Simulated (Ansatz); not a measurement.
This geometry of Cl2Zn + H4Si (8 atoms, charge 0, multiplicity 1) is a first-order saddle point.

All numbers below come from RKS BLYP/def2-SVP in Ansatz.

```xyz
8
Properties=species:S:1:pos:R:3
Zn -0.404 0.036 -0.007
Cl 0.619 -0.100 2.195
Cl 0.471 0.124 -1.959
Si -2.764 0.006 1.020
H -3.409 -1.011 0.123
H -3.100 -0.348 2.438
H -3.305 1.373 0.726
H -0.945 -0.079 1.699
```

Problem. Which two structures does it join? (They come from a converged band through this point; their orientation in space is the band's.)

Solution. Bonds broken: Zn1–Cl2, Si4–H8. Bonds formed: Zn1–Si4, Cl2–H8. Cl2Zn + H4Si becomes ClH + ClH3SiZn.

Initial state:

```xyz
8
Properties=species:S:1:pos:R:3
Zn 0.513 0.059 0.348
Cl 1.664 -0.117 2.129
Cl -0.314 0.273 -1.611
Si -2.961 -0.041 1.060
H -3.259 -1.133 0.086
H -3.791 -0.197 2.298
H -3.178 1.307 0.452
H -1.509 -0.150 1.474
```

Final state:

```xyz
8
Properties=species:S:1:pos:R:3
Zn -0.869 -0.048 -0.473
Cl 0.735 0.193 2.163
Cl 0.877 -0.076 -1.730
Si -2.968 -0.012 0.619
H -4.034 -0.775 -0.118
H -2.863 -0.615 1.997
H -3.463 1.397 0.803
H -0.250 -0.064 2.975
```

Problem. How far does it lie above each of them?

Solution. 37.3 kcal/mol above the first and 17.7 kcal/mol above the second. This is the barrier of this one path; another mechanism may lie lower. The orbitals stay closed-shell, which can raise the energy where a bond breaks towards radicals; this wasn't checked here.

The run took 2.7 min on 2 threads of Intel(R) Xeon(R) Platinum 8488C (Sapphire Rapids) (shared host), peak memory 0.18 GiB.
